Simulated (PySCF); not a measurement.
CH7GeSi (calculated)

Computed with PySCF 2.14.0. Calculation on a computer-drawn molecule: the log of a Hartree-Fock and frozen-core CCSD(T) single point meant for a local Hartree-Fock minimum, with one planted fault or none, to be diagnosed. Offsets are logged minus clean, where the clean run is the same molecule without the fault. The reference is restricted for singlets and unrestricted otherwise, and also for a bond in bohr or an excited solution. Adding or removing an electron swaps singlet and doublet. The excited solution moves the top pair (singlet) or top alpha electron (doublet) to the lowest empty orbital. Highest occupied and lowest empty are orbital energies over both spins, largest force is the largest gradient component, triples share is (T) over the correlation energy, the T1 limit is 0.02 restricted and 0.045 unrestricted, electrons count all cores, a negative frequency is imaginary (commonest isotopes), and the dipole is about the centre of nuclear charge; on germanium a core potential holds 10 electrons, which the energies leave out, and 3d is frozen in MP2 and coupled-cluster steps.

CH7GeSi

Logged structure:
```xyz
10
CH7GeSi
C     -0.8291     2.6450    -0.3794
Si     0.8529     1.9290    -0.0333
Ge     1.4652     2.3672     2.3225
H     -0.8449     3.7269    -0.2355
H     -2.2832     1.7810     0.8012
H     -1.0789     2.4409    -1.4246
H      1.9883     2.5717    -0.7157
H      0.9515     0.4599    -0.0498
H      2.7905     1.9291     2.9341
H      0.6140     3.0880     3.3613
```

| Property | Result |
| --- | --- |
| meant charge | 1 |
| meant multiplicity | 1 |
| meant basis | cc-pV(D+d)Z |
| meant basis and core potential on germanium | cc-pVDZ-PP ECP10MDF |
| logged electrons | 58 |
| logged basis functions | 95 |
| logged SCF converged | yes |
| logged spin squared | 0.7112 |
| logged highest occupied | -15.854 eV |
| logged lowest empty | -5.6161 eV |
| logged largest force | 0.017306 hartree/bohr |
| logged T1 diagnostic | 0.062197 |
| logged D1 diagnostic | 0.2756 |
| logged triples share | 0.035578 |
| logged CC converged | yes |
| logged dipole magnitude | 0.94052 debye |
| logged SCF stable within its kind | yes |
| logged energy HF | -623.86116 hartree |
| logged energy CCSD(T) | -624.2452 hartree |
| possible faults | no fault, one electron removed, one electron added, multiplicity raised by two, geometry at a saddle point, SCF held on an excited solution, minimal basis STO-3G, one bond length entered in bohr, all coordinates scaled |
| planted fault | one bond length entered in bohr, row 4 of the drawn bonds |
| HF energy offset from clean run | 81.61 kcal/mol |
| CCSD(T) energy offset from clean run | 83.34 kcal/mol |

Drawn bonds:
| atom | other atom | order |
| --- | --- | --- |
| 1 | 2 | 1 |
| 2 | 3 | 1 |
| 1 | 4 | 1 |
| 1 | 5 | 1 |
| 1 | 6 | 1 |
| 2 | 7 | 1 |
| 2 | 8 | 1 |
| 3 | 9 | 1 |
| 3 | 10 | 1 |

Notes: T1 above single-reference limit.
